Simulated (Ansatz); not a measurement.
Computed with Ansatz on PBE0-D4/def2-TZVP structures; ΔE is electronic, products minus reactants. CCSD(T)/CBS is the MP2 limit (def2-TZVPP, def2-QZVPP) plus CCSD(T) − MP2 in def2-TZVPP, frozen cores. Functionals use def2-TZVPP. For Br outer-core shells are correlated without core-valence functions, which leaves a few kJ/mol of doubt a bond. Scalar relativity is left out up to krypton. One conformer a species, not always the lowest.

`FCN[SiH3]` + `[SiH3]C(Br)Br` → `FCN[SiH2][SiH3]` + `BrCBr`  (formal exchange of groups at the Si–H bond)

```tsv
level	ΔE (kJ/mol)
B2PLYP	-2.0
HF/def2-QZVPP	-0.4
```

Problem. What does CCSD(T)/CBS give? (Best estimate.)

Solution. The calculation gave: +1.7 kJ/mol. The listed levels differ from it by -3.7, -2.1 kJ/mol.

Largest T1 diagnostic among the species: 0.012.

From PBE to PBE0 (25 % exact exchange), in def2-TZVPP and without D4, ΔE moves by +3.1 kJ/mol.
